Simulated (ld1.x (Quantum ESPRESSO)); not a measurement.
## LDA (PZ) ultrasoft dataset for Ti, scalar-relativistic all-electron reference.

Ti (Z = 22), ultrasoft, made with ld1.x (Quantum ESPRESSO) 7.5 (LDA (PZ), scalar-relativistic). Core [Ne], reference 3s2 3p6 3d2 4s2 4p0. Waves: 3s (bound): rcut 1.35, rcutus 1.45 bohr; 4s (bound): rcut 1.35, rcutus 1.45 bohr; 3p (bound): rcut 1.50, rcutus 1.65 bohr; 4p (bound, empty): rcut 1.50, rcutus 1.65 bohr; 3d (bound): rcut 1.50, rcutus 1.80 bohr; 3d channel at 3.45 Ry: rcut 1.50, rcutus 1.80 bohr. Local part: all-electron potential smoothed inside 1.25 bohr (lloc = -1). Core correction: Bessel-smoothed model core inside 1.45 bohr. Augmentation charge: PSQ, inside the norm-conserving radii.

All-electron outer shells of the reference configuration (LDA (PZ), scalar-relativistic, ld1.x):

```json
{"shell": "2s", "level (eV)": "-535.48", "outermost node (bohr)": "0.09", "outermost maximum (bohr)": "0.27"}
{"shell": "2p", "level (eV)": "-443.98", "outermost node (bohr)": "–", "outermost maximum (bohr)": "0.22"}
{"shell": "3s", "level (eV)": "-62.26", "outermost node (bohr)": "0.40", "outermost maximum (bohr)": "0.87"}
{"shell": "3p", "level (eV)": "-38.78", "outermost node (bohr)": "0.37", "outermost maximum (bohr)": "0.90"}
{"shell": "4s", "level (eV)": "-4.60", "outermost node (bohr)": "1.25", "outermost maximum (bohr)": "2.88"}
{"shell": "3d", "level (eV)": "-4.46", "outermost node (bohr)": "–", "outermost maximum (bohr)": "0.97"}
{"shell": "4p", "level (eV)": "-1.54", "outermost node (bohr)": "1.39", "outermost maximum (bohr)": "3.80"}
```

Task: Is the overlap operator S = 1 + Σ q|β⟩⟨β| positive definite (Bessel basis up to 400 Ry)?

Result: No: its lowest eigenvalue is -0.568, in the p channel, so the generalised eigenproblem breaks down once the basis is large enough.

Task: Tests: 3s2 3p6 3d2 4s1 4p0; 3s2 3p6 3d2 4s0 4p0; 3s2 3p6 3d1 4s0 4p0; 3s2 3p6 3d2 4s1 4p1; 3s2 3p6 3d3 4s1 4p0; 3s2 3p6 3d2.5 4s1.5 4p0; 3s2 3p5 3d2 4s2 4p0. Which has the largest error in its energy relative to the reference configuration, and how large is it?

Result: 3s2 3p6 3d1 4s0 4p0, with +20 meV (all-electron minus pseudo) on +48.53 eV.

The ghost test of this file was not conclusive. Its overlap operator is not positive definite in a basis up to 400 Ry (lowest eigenvalue s -0.14, p -0.57), so the file is unfit for use: the generalised eigenproblem breaks down once the basis is large enough, and its test numbers describe a broken file.
